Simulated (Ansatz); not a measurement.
This triplet is an excited state, 2.62 eV above the relaxed singlet at the level frozen-core CCSD(T)/cc-pVTZ // B3LYP-D3(BJ)/def2-TZVP (Ansatz, a quantum-chemistry and plane-wave program).

Species: H2ClGeN, SMILES `[NH2][Ge][Cl]` (excited triplet) (charge 0, multiplicity 3).

Give a relaxed geometry from B3LYP-D3(BJ)/def2-TZVP in Ansatz.

One answer among several that fit: the end point of this relaxation, one of several conformers (outside a Z-matrix the atoms follow the SMILES, hydrogens last).
Z-matrix (Å, degrees):
```
N
H 1 1.0151
H 1 1.0151 2 109.26
Ge 1 1.8893 2 113.92 3 128.67
Cl 4 2.2015 1 113.24 2 116.87
```
